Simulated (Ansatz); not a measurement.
Conformers of `C=C[Si](O)(O)[SiH3]`, each relaxed with PBE0-D4/def2-TZVP in Ansatz. CBS adds the triple-zeta coupled-cluster correction to the MP2 limit.

Not all of them had a frequency check.

Conformer A:

```xyz
14

C     1.375   -1.281   -1.485
C     1.379   -0.277   -0.610
Si    0.019   -0.026    0.625
O     0.788    0.551    1.966
O    -0.785   -1.437    0.904
Si   -1.649    1.451   -0.105
H     0.573   -2.014   -1.506
H     2.165   -1.416   -2.219
H     2.201    0.436   -0.640
H     0.238    0.838    2.697
H    -0.254   -2.193    1.165
H    -2.425    0.871   -1.234
H    -2.593    1.772    1.004
H    -1.033    2.727   -0.562
```

Conformer B:

Z-matrix (Å, degrees):
```
Si
C 1 1.853
O 1 1.650 2 111.3
O 1 1.650 2 104.3 3 -121.5
Si 1 2.345 2 113.6 3 116.7
C 2 1.331 1 123.3 3 128.8
H 2 1.090 1 118.3 3 -52.1
H 3 0.960 1 116.8 2 -49.1
H 4 0.958 1 117.3 2 -174.7
H 5 1.491 1 110.7 2 178.3
H 5 1.488 1 111.2 2 -61.2
H 5 1.489 1 110.1 2 59.0
H 6 1.087 2 122.2 1 179.6
H 6 1.086 2 121.2 1 -0.5
```

(1) Which is lowest in electronic energy at CCSD(T)/CBS (frozen core, def2 sets), and by how much? (Estimate.)

(2) Give the energies relative to B (kJ/mol) with PBE-D4/def2-TZVPP, r2SCAN/def2-TZVPP, HF/def2-TZVPP, SCS-MP2/def2-TZVPP, CCSD/def2-TZVPP, SCS-MP2/def2-QZVPP, MP2/CBS(def2). (Estimate.)

## Answers

(1) The calculation gave: B; A lies 0.5 kJ/mol higher. Gaps under about 2 kJ/mol don't settle the order.

(2) Computed: 
```json
{"level": "PBE-D4/def2-TZVPP", "A": "0.2"}
{"level": "r2SCAN/def2-TZVPP", "A": "0.4"}
{"level": "HF/def2-TZVPP", "A": "0.6"}
{"level": "SCS-MP2/def2-TZVPP", "A": "0.2"}
{"level": "CCSD/def2-TZVPP", "A": "0.3"}
{"level": "SCS-MP2/def2-QZVPP", "A": "0.4"}
{"level": "MP2/CBS(def2)", "A": "0.5"}
```
